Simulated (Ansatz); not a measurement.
`[NH2][Al]([OH])[OH]` + H–F → `[NH2][Al]([OH])[F]` + H₂O  (ligand exchange at the Al–O bond)

Calculated with Ansatz (gas phase, PBE0-D4/def2-TZVP geometries, no zero-point term in ΔE). CBS: MP2 limit from def2 TZ/QZ plus the TZ coupled-cluster correction, frozen cores. This one scheme is used for every species. DFT in def2-TZVPP. HSE06 is defined as in plane-wave codes. Each species was taken in one conformer, which may not be the lowest.

(1) Is it downhill or uphill in electronic energy at CCSD(T)/CBS, and by how much? (Best estimate.)

(2) What do these levels give: PBE-D4, B97M-V, HSE06-D4, BHLYP-D4, CAM-B3LYP-D4, B2PLYP, PBE, HSE06, MP2/def2-SVP, HF/def2-TZVPP, MP2/CBS(def2), CCSD/CBS(def2)? (An estimate is asked.)

Largest T1 diagnostic among the species: 0.012.

## Answers

(1) The calculation gave: Downhill: ΔE = -11.9 kcal/mol.

(2) Ansatz gave: PBE-D4 -11.6, B97M-V -12.8, HSE06-D4 -11.5, BHLYP-D4 -12.2, CAM-B3LYP-D4 -12.1, B2PLYP -12.2, PBE -12.0, HSE06 -11.8, MP2/def2-SVP -12.7, HF/def2-TZVPP -13.0, MP2/CBS(def2) -11.6, CCSD/CBS(def2) -12.2 kcal/mol.

In def2-TZVPP, CCSD(T) changes the Hartree–Fock value by +1.4 kcal/mol (the triples alone add +0.2 kcal/mol) and MP2 by +1.7 kcal/mol. Leaving LDA and LC-ωPBE aside and taking each functional with its dispersion term where it has one, the values, not all of them listed here, spread over 1.3 kcal/mol, from B97M-V to revPBE-D4. LDA lies +1.2 kcal/mol from PBE without D4.
